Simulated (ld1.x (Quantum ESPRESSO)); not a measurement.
Plane-wave convergence, TM potential for potassium (K)

K (Z = 19), norm-conserving Troullier–Martins (Kleinman–Bylander form), made with ld1.x (Quantum ESPRESSO) 7.5 (BLYP, scalar-relativistic). Core [Ne], reference 3s2 3p6 3d0 4s0.5 4p0 (charge +0.5). Waves: 3s (bound): rc 1.65 bohr; 3d (bound, empty): rc 4.20 bohr; 3p (bound): rc 1.60 bohr. Local part: the p channel. Core correction: none.

Occupied shells without a wave of their own: 4s. They enter only through the test configuration that unscreens the potential.

The pseudo-atom Hamiltonian at the reference potential is diagonalised in spherical Bessel functions j_l(qr) that vanish at 20 bohr, with q² up to the cutoff. All-electron valence levels (Ry): 3s -2.7881, 4s -0.3187, 3d -0.1118, 3p -1.5755, 4p -0.1748.

Problem. How do the lowest levels (Ry) of each channel move with the cutoff, and are there ghosts?

Solution.

```csv
cutoff (Ry),s #1,s #2,d #1,p #1,p #2,f #1,Σ f·Δε (mRy)
8,-2.7084,-0.3190,-0.1063,-1.2767,-0.1564,0.0101,1953.9
12,-2.7197,-0.3193,-0.1115,-1.4764,-0.1683,0.0101,733.0
18,-2.7608,-0.3210,-0.1116,-1.5624,-0.1739,0.0101,133.6
25,-2.7805,-0.3222,-0.1117,-1.5746,-0.1749,0.0101,20.7
40,-2.7851,-0.3225,-0.1117,-1.5751,-0.1750,0.0101,8.2
50,-2.7869,-0.3226,-0.1117,-1.5754,-0.1750,0.0101,2.9
60,-2.7878,-0.3227,-0.1117,-1.5755,-0.1750,0.0101,0.6
80,-2.7880,-0.3227,-0.1117,-1.5755,-0.1750,0.0101,0.2
400,-2.7881,-0.3227,-0.1117,-1.5755,-0.1750,0.0101,0.0
```

Result: no extra level below or beside the all-electron valence levels (s, d, p, f tested); 10 mRy is reached at 35 Ry and 1 mRy at 60 Ry.

1 of 7 tests not solved or not reliable.
